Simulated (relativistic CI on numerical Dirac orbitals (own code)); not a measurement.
K II: what numerical and physical settings do to a radial Dirac CI calculation

Reference input:

```
atom K  Z=19  charge=1  electrons=18
nucleus A=39  rms_radius_fm=3.4349
hamiltonian dirac-coulomb  breit=on  qed=on  c_scale=1
orbitals kli  potential=per-configuration
slater_scale 1
correlation none
mixing on
grid step=0.0125 r_max=51.4
scf mixing=0.4 start=green max_iterations=150 tolerance=2e-08 node_fill=0.05
configurations
  [Ne] 3s2 3p6
  [Ne] 3s2 3p5 3d
end
```

Computed lowest total energy -601.10628 Ha, first excitation 160481.6 cm⁻¹, 22 SCF steps. Runs with settings changed; * marks those that are bad on purpose (the QED terms keep the true α when c is scaled):

| Changed | Outcome | Lowest level | ΔE (Ha) | First excitation (cm⁻¹) | SCF steps | Message |
| --- | --- | --- | --- | --- | --- | --- |
| node fill of the KLI weights 0.5, iteration limit 20, QED terms off | converged | 3p⁶ ¹S0 | -0.0916 | 161379.1 | 23 |  |
| end of the grid at 154.2 bohr | converged | 3p⁶ ¹S0 | -5.68e-13 | 160481.6 | 22 |  |
| end of the grid at 25.7 bohr, node fill of the KLI weights 0.2, grid step 0.006 | converged | 3p⁶ ¹S0 | 0.0018 | 160811.4 | 21 |  |
| speed of light × 2 | converged | 3p⁶ ¹S0 | 1.64 | 160764.8 | 22 |  |
| SCF mixing 0.001 * | converged | 3p⁶ ¹S0 | -9.03e-11 | 160481.6 | 34 |  |
| charge 2 * | refused |  |  |  | 0 | configuration [Ne] 3s2 3p6 has 18 electrons, the ion has 17 |

With so few configurations and no correlation, terms lie too far apart (by 10 to 50 % near neutrality), their order can be wrong, and levels of other configurations are missing.
